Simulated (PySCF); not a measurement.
C₂H₆N₂OSi. Atoms are numbered in the order given.

```xyz
12

C     -1.2755    -0.9839    -0.9722
Si    -0.2729     0.5436    -0.6036
N     -1.2527     1.9230    -0.3337
O      0.6249     0.1808     0.8776
C      1.3328    -0.8837     1.0241
N      1.9804    -1.8571     1.1791
H     -2.0615    -1.1313    -0.2036
H     -0.6257    -1.8826    -0.9672
H     -1.7640    -0.9068    -1.9637
H      0.7811     0.8879    -1.6067
H     -2.1049     1.8626     0.2276
H     -0.8411     2.8573    -0.2860
```
Charge 0, spin multiplicity 1.

Coordinates come from a PBE-D3(BJ)/def2-SVP optimisation. The structure was generated by enumeration; whether it is a known compound was not checked. Other conformers were not sampled.

Level of theory: PBE-D3(BJ)/def2-SVP in PySCF.

Frequencies are harmonic and unscaled.

Task: Estimate the vibrational spectrum. (The exact figures need the calculation; the answer reports its results.)

Result: 
| mode | ν (cm⁻¹) | IR (km/mol) | moving atoms (share of kinetic energy) |
|---|---|---|---|
| 1 | 41 | 1.4 | N 42 %, O 34 %, H 11 %, C 10 % |
| 2 | 92 | 2.0 | N 48 %, O 17 %, C 16 %, H 13 % |
| 3 | 146 | 0.0 | H 95 % |
| 4 | 204 | 1.4 | H 44 %, N 22 %, C 18 %, Si 8 % |
| 5 | 240 | 15.6 | N 22 %, C 21 %, H 21 %, O 21 %, Si 16 % |
| 6 | 270 | 4.8 | H 40 %, Si 25 %, N 17 %, O 11 % |
| 7 | 313 | 17.8 | H 73 %, N 11 %, Si 10 % |
| 8 | 392 | 189.2 | H 70 %, N 29 % |
| 9 | 492 | 21.4 | C 67 %, N 14 %, Si 12 % |
| 10 | 501 | 7.6 | C 69 %, N 16 %, O 12 % |
| 11 | 617 | 15.7 | H 80 %, C 12 % |
| 12 | 630 | 58.2 | O 42 %, H 20 %, C 17 %, Si 15 % |
| 13 | 698 | 46.7 | C 34 %, H 26 %, Si 25 %, O 9 % |
| 14 | 748 | 7.4 | H 77 %, C 15 % |
| 15 | 818 | 25.3 | H 67 %, C 14 %, N 13 % |
| 16 | 845 | 165.6 | H 81 %, Si 10 %, C 9 % |
| 17 | 870 | 69.9 | H 63 %, N 23 %, Si 12 % |
| 18 | 924 | 211.7 | Si 40 %, H 31 %, N 25 % |
| 19 | 1163 | 187.7 | O 62 %, N 32 % |
| 20 | 1230 | 37.9 | H 77 %, C 22 % |
| 21 | 1376 | 2.9 | H 96 % |
| 22 | 1382 | 5.9 | H 96 % |
| 23 | 1492 | 53.4 | H 89 %, N 11 % |
| 24 | 2215 | 99.5 | H 96 % |
| 25 | 2304 | 250.7 | C 66 %, N 31 % |
| 26 | 2981 | 0.5 | H 97 % |
| 27 | 3080 | 0.5 | H 91 %, C 9 % |
| 28 | 3090 | 0.4 | H 91 %, C 9 % |
| 29 | 3504 | 43.2 | H 96 % |
| 30 | 3600 | 40.5 | H 91 %, N 9 % |
